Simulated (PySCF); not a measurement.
PBE on Ar⁺ (argon, charge +1), [Ne] 3s1 3p5 3d1, one real determinant (an excited configuration). Computed with PySCF 2.14 in dyall-acv3z (19s12p6d4f, 113 functions), with the non-relativistic Hamiltonian (point nucleus).

```
cycle= 1 E= -525.637367637214  delta_E= -0.0145  |g|= 0.0552  |ddm|=  1.2
cycle= 2 E= -525.633071410403  delta_E= 0.0043  |g|= 0.0942  |ddm|= 0.819
cycle= 3 E= -525.638941873503  delta_E= -0.00587  |g|= 0.017  |ddm|= 0.696
cycle= 4 E= -525.639128429784  delta_E= -0.000187  |g|= 0.000809  |ddm|= 0.102
cycle= 5 E= -525.639128640697  delta_E= -2.11e-07  |g|= 0.000237  |ddm|= 0.00503
cycle= 6 E= -525.639128676739  delta_E= -3.6e-08  |g|= 0.000133  |ddm|= 0.00299
cycle= 7 E= -525.639128691822  delta_E= -1.51e-08  |g|= 1.58e-05  |ddm|= 0.000908
cycle= 8 E= -525.639128692017  delta_E= -1.95e-10  |g|= 4e-07  |ddm|= 0.000107
converged SCF energy = -525.639128692017  <S^2> = 3.7510371  2S+1 = 4.0005185
```

Highest occupied orbital energy: -7.641 eV; ⟨L²⟩ = 5.82; populations by l: s 5.36, p 11.00, d 0.64, f 0.00.

**Question.** Can this result be used?

**Answer.** Not for this state. The calculation finished and met its thresholds. ⟨L²⟩ = 5.82 against 12 for a pure F term, so this real determinant mixes terms. The outer electron is Rydberg-like, and this basis confines it to a smaller radius and binds it less than a complete one would. The s, p, d and f populations moved away from the nominal configuration during the SCF.
